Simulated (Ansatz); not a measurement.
**Strength of the Au–Au bond: Au2 → 2 Au**

Species: Au2, singlet; Au atom, doublet. 

Shapes, held fixed at every level: PBE0-D4/def2-TZVP. Programs: Ansatz 0.2.0. The zero-point and thermal change to 298 K, harmonic and unscaled (PBE0-D4/def2-TZVP), is +1.1 kJ/mol.

| level | kind | ΔH(298 K) (kJ/mol) | less CCSD(T)/def2-TZVPP | CPU time (sum over the molecules) |
| --- | --- | --- | --- | --- |
| PBE-D4/def2-TZVPP | GGA | +225.1 | +23.9 | 2.1 s |
| r2SCAN-D4/def2-TZVPP | meta-GGA | +224.5 | +23.3 | 3.9 s |
| wB97M-V/def2-TZVPP | range-separated hybrid | +185.9 | -15.3 | 8.4 s |
| wB97X-V/def2-TZVPP | range-separated hybrid | +186.2 | -15.0 | 6.2 s |
| CCSD(T)/def2-SVP | coupled cluster or CI | +187.5 | -13.7 | 3.8 s |
| CCSD/def2-TZVPP | coupled cluster or CI | +181.5 | -19.7 | – |
| CCSD(T)/def2-TZVPP | coupled cluster or CI | +201.2 | 0.0 | 13 s |

The highest level, CCSD(T)/def2-TZVPP, gives ΔH(298 K) = +201.2 kJ/mol; the levels span +181.5 to +225.1. The column of differences is taken from that level and isn't an error. No measured value is set beside it here. Open shells run unrestricted unless RO is named. For atoms past krypton def2 sets carry core potentials with scalar relativity. Correlated rows may include outer-core shells of Au, which these sets cover unevenly. Times are processor times on shared x86 and Arm servers, and rough.
